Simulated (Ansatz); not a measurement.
Reaction (ligand exchange at a Y–Cl bond): `[OH][Y]([Cl])[Cl]` + H–F → `[OH][Y]([F])[Cl]` + HCl

Isolated molecules relaxed with PBE0-D4/def2-TZVP in Ansatz; ΔE leaves out vibrations. CCSD(T)/CBS adds triple-zeta CCSD(T) − MP2 to the extrapolated MP2 energy (def2 sets, frozen cores). This one scheme is used for every species. Functionals use def2-TZVPP. HSE06 is defined as in plane-wave codes. def2 core potentials past Kr. For Y outer-core shells are correlated without core-valence functions, which leaves a few kJ/mol of doubt a bond. One conformer a species, not always the lowest.

```tsv
level	ΔE (eV)
B97M-V	-0.01
HSE06-D4	0.05
B2PLYP	-0.01
revPBE	-0.07
HF/def2-SVP	0.11
HF/def2-TZVPP	0.15
CCSD/def2-TZVPP	0.07
SCS-MP2/def2-QZVPP	0.04
```

Problem. What does CCSD(T)/CBS give? (Estimate.)

Solution. The calculation gave: +0.06 eV. The listed levels differ from it by -0.07, -0.01, -0.07, -0.13, 0.05, 0.09, 0.01, -0.02 eV.

Largest T1 diagnostic among the species: 0.013.

Leaving LDA and LC-ωPBE aside and taking each functional with its dispersion term where it has one, the values, not all of them listed here, spread over 0.21 eV, from BLYP-D4 to PBE-QIDH. From r2SCAN to r2SCAN0 (25 % exact exchange), in def2-TZVPP and without D4, ΔE moves by +0.08 eV.
